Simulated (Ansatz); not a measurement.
Consider the hydrogenolysis of a C–Zn bond: `[SiH3]O[CH2][ZnH]` + H₂ → `CO[SiH3]` + `[ZnH2]`.

Gas-phase electronic energies from Ansatz, PBE0-D4/def2-TZVP geometries. CCSD(T)/CBS is the MP2 limit (def2-TZVPP, def2-QZVPP) plus CCSD(T) − MP2 in def2-TZVPP, frozen cores. This one scheme is used for every species. DFT in def2-TZVPP. B3LYP here is the variant with VWN-RPA as its local correlation; programs differ in this. For Zn outer-core shells are correlated without core-valence functions, which leaves a few kJ/mol of doubt a bond. Scalar relativity is left out up to krypton. One conformer a species, not always the lowest.

`[SiH3]O[CH2][ZnH]`:

Cartesian coordinates in Å:
```
Si 1.330 -1.080 -0.486
O 0.104 0.008 -0.612
C -0.592 0.432 0.570
Zn -1.976 1.709 0.005
H 1.842 -1.313 -1.858
H 0.844 -2.358 0.107
H 2.417 -0.554 0.387
H 0.112 0.888 1.279
H -1.030 -0.436 1.082
H -3.051 2.706 -0.474
```

H₂:

Cartesian coordinates in Å:
```
H 0.271 0.185 0.178
H -0.271 -0.185 -0.178
```

`CO[SiH3]`:

```xyz
9

C     0.887   -0.834    0.610
O    -0.382   -0.700    0.015
Si   -0.921    0.726   -0.597
H     1.690   -0.593   -0.096
H     1.007   -1.870    0.930
H     0.989   -0.185    1.488
H    -2.276    0.467   -1.134
H    -0.019    1.215   -1.678
H    -0.975    1.773    0.462
```

`[ZnH2]`:

Z-matrix (Å, degrees):
```
Zn
H 1 1.544
H 1 1.544 2 180.0
```

Problem. Is it downhill or uphill in electronic energy at CCSD(T)/CBS, and by how much? (Estimate.)

Solution. Computed: Downhill: ΔE = -48.5 kJ/mol.

Problem. What do these levels give: B3LYP-D4, B2PLYP, BLYP, r2SCAN0, MP2/def2-TZVPP, HF/def2-QZVPP? (An estimate is asked.)

Solution. Computed: B3LYP-D4 -53.5, B2PLYP -55.4, BLYP -54.1, r2SCAN0 -58.1, MP2/def2-TZVPP -45.3, HF/def2-QZVPP -85.5 kJ/mol.

Largest T1 diagnostic among the species: 0.016.

From BLYP to BHLYP (50 % exact exchange), in def2-TZVPP and without D4, ΔE moves by −14.7 kJ/mol. Leaving LDA and LC-ωPBE aside and taking each functional with its dispersion term where it has one, the values, not all of them listed here, spread over 22.5 kJ/mol, from B97M-V to revPBE-D4. The D4 term adds +6.5 kJ/mol with B3LYP and +3.5 kJ/mol with PBE0; it sums over pairs of atoms, weighted by their polarisabilities, and B3LYP, whose exchange is more repulsive, gets the larger term.
